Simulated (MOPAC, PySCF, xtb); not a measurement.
Dimer: C2H2 (SMILES C#C) (first 4 atoms) with H2S (SMILES S); geometry from B3LYP-D3(BJ)/def2-TZVP.
(charge 0, multiplicity 1):
```xyz
7

C     -0.512     0.752     0.169
C     -0.538    -0.438     0.042
H     -0.489     1.809     0.282
H     -0.559    -1.495    -0.070
S      0.984    -0.350     3.699
H     -0.270    -0.366     4.179
H      0.561    -0.153     2.438
```

Interaction energies are E(AB) − E(A) − E(B) at the monomers' geometry in the complex; basis-set methods are counterpoise corrected. Rows marked so take none.

Rows in 6-31G*, STO-3G carry no dispersion term and start afresh at each structure (6-31G* with six Cartesian d functions). The state that PM7 reach isn't checked; PM7 holds dispersion and hydrogen-bond terms.

Programs: MOPAC for PM7 (differences of heats of formation); PySCF for 6-31G* rows, STO-3G rows; xtb for the GFN methods. Values without a source in brackets are computed.

**Question.** One of these levels gives -2.5 kJ/mol for the interaction energy. Which one is it?
A) PM7
B) HF/STO-3G (no counterpoise)
C) HF/6-31G* (no counterpoise)
D) GFN1-xTB

**Answer.** C, HF/6-31G* (no counterpoise). The others give -5.5 (PM7), -3.8 (GFN1-xTB), 1.0 (HF/STO-3G (no counterpoise))
